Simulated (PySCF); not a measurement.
**Manganese: a sound run and one with changed settings**

Sound run: Mn [Ar] 3d5 4s2, Mn⁺ [Ar] 3d5 4s1. Calculation: PySCF 2.14, in cc-pVDZ (6s5p3d1f, 43 functions); no relativity, point nucleus. The sound run starts from symmetry-adapted Hartree-Fock orbitals and uses a fine grid where one is needed.

Changed run: initial guess 1e, at most 8 SCF cycles. This setting is unsound on purpose.

```
species  method  sound run (hartree)  changed run (hartree)  converged
     Mn     UHF          -1149.86769            -1149.75013         no
     Mn   M06-L          -1150.95497            -1150.95496         no
     Mn    MN15          -1151.06038            -1151.06038         no
    Mn⁺     UHF          -1149.64787            -1149.64787         no
    Mn⁺   M06-L          -1150.67777            -1150.67777        yes
    Mn⁺    MN15          -1150.79118            -1150.79118         no
```

The SCF was stopped early; the energies are upper bounds that still move, and correlated levels were skipped or rest on poor orbitals.
